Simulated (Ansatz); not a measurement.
Input file for Ansatz (an electronic-structure program): R-CCSD(T)/cc-pV(T+d)Z on C3H8S (SMILES CCSC). Files ending in .json are basis or fitting sets from the Basis Set Exchange.

Ansatz 0.2 input:
```yaml
crystal:
  periodic: [false, false, false]
  atoms:
    - {symbol: C, position_ang: [-1.50360702, 0.27352922, -0.03989573]}
    - {symbol: C, position_ang: [-0.58514348, -0.93814336, -0.11657536]}
    - {symbol: S, position_ang: [0.78205106, -0.78701033, -1.30975587]}
    - {symbol: C, position_ang: [1.78913076, 0.48457301, -0.50099065]}
    - {symbol: H, position_ang: [-0.96808767, 1.15977531, 0.30280919]}
    - {symbol: H, position_ang: [-2.31973574, 0.08922390, 0.66351373]}
    - {symbol: H, position_ang: [-1.93348470, 0.49605356, -1.01695167]}
    - {symbol: H, position_ang: [-1.13795269, -1.81807569, -0.44961292]}
    - {symbol: H, position_ang: [-0.16327855, -1.17539801, 0.86275550]}
    - {symbol: H, position_ang: [1.27602809, 1.44438825, -0.45920632]}
    - {symbol: H, position_ang: [2.69124936, 0.59823701, -1.10038736]}
    - {symbol: H, position_ang: [2.07283058, 0.17284710, 0.50495243]}
basis:
  gaussian:
    orbitals: cc-pV_T+d_Z.json
magnetization: {spin_polarized: false}
correlation: {method: ccsd_t, electrons: outside_noble_gas}
scf: {lower_state_search: off}
```

Problem. Give the final energy of this run.

Solution. -516.6500 hartree (reference determinant -515.8518, T1 diagnostic 0.009).

Problem. How many basis functions does it have, and what does it roughly cost on one machine?

Solution. 241 functions; very roughly 5 core-minutes.
